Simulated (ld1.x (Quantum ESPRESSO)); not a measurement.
Configuration tests for Ni (TM)

* Element: Ni
* Generator: ld1.x (Quantum ESPRESSO) 7.5
* Type: norm-conserving Troullier–Martins (Kleinman–Bylander form)
* Functional: PBE
* Relativity: fully relativistic
* Frozen core: [Ne] 3s2
* Valence charge: 16
* Reference configuration: 3p6 3d8 4s2 4p0
* Partial waves: 3p (bound): rc 0.75 bohr; 3d (bound): rc 0.90 bohr; 4f channel at -0.05 Ry: rc 1.22 bohr; 4s (bound): rc 2.35 bohr
* Local potential: the s channel
* Core correction: none

Open shells are filled in proportion to 2j + 1 (rel_dist='average').

Energies are relative to the spin-unpolarised reference configuration 3p6 3d8 4s2 4p0; without spin polarisation the order of configurations can differ from experiment.

Task: Give the all-electron excitation energy and the error of the potential for: 3p6 3d8 4s1 4p0; 3p6 3d8 4s0 4p0; 3p6 3d7 4s0 4p0; 3p6 3d7 4s2 4p1; 3p6 3d8 4s1.5 4p0; 3p6 3d8 4s0 4p2; 3p6 3d9 4s1 4p0.

Result:

```csv
valence configuration,charge,ΔE all-electron (eV),error AE − PS (meV)
3p6 3d8 4s1 4p0,+1,9.323,-4.5
3p6 3d8 4s0 4p0,+2,26.674,-32
3p6 3d7 4s0 4p0,+3,64.140,-265
3p6 3d7 4s2 4p1,0,10.544,-1237
3p6 3d8 4s1.5 4p0,+0.5,3.718,-0.8
3p6 3d8 4s0 4p2,0,9.501,-1617
3p6 3d9 4s1 4p0,0,-1.596,-206
```

These tests converged, but a pseudo level misses the all-electron one widely, so the file describes the atom poorly there or has found another state: 3p6 3d7 4s0 4p0: empty 4p by 3.2 eV. ld1.x printed “convergence not achieved” for 4 of the counted tests; their residual had stalled under 1e-8, short of the target of 1e-14.
